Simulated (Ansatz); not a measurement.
The cluster W₂O₄⁺, relaxed as a doublet with UKS r2SCAN-D4/def2-SVP in Ansatz, starting from the GFN2-xTB geometry. Force threshold 0.02 eV/Å.

In the def2 sets W takes a core potential; there is no spin–orbit coupling. The relaxation made no stability test and no search for a lower SCF solution. No other spin state of charge 1 was run. The structure comes from a short search, and lower isomers may exist.

Start:

```xyz
6

W     1.1862    0.3656    1.1437
W    -0.9125   -0.5671   -0.4360
O     2.0878    1.6843    0.6031
O    -2.5040   -0.5792    0.1126
O    -0.6449    0.3261   -1.8480
O     0.7874   -1.2297    0.4245
```

**Question.** Estimate the energy that the relaxation releases and the steps that it takes.

**Answer.** 94.0 kJ/mol, in 11 steps; 50 s on 4 threads of Arm Neoverse V2 on a shared host. No frequencies were taken in this run, so the end may be a saddle point.

**Question.** Does the start keep its bonding?

**Answer.** By distances, no bond broke or formed. The bond that changes most is W1–O6, from 1.79 to 1.85 Å (atoms count from 1).

**Question.** Predict the relaxed structure.

**Answer.** 
Cartesian coordinates in Å:
```
W 0.891 0.386 1.287
W -0.730 -0.670 -0.595
O 1.750 1.426 0.305
O -2.169 -0.418 0.291
O -0.579 0.552 -1.771
O 0.837 -1.277 0.483
```
Bond lengths (bridged metal pairs left out): 5 × O–W 1.67 to 2.00 Å.
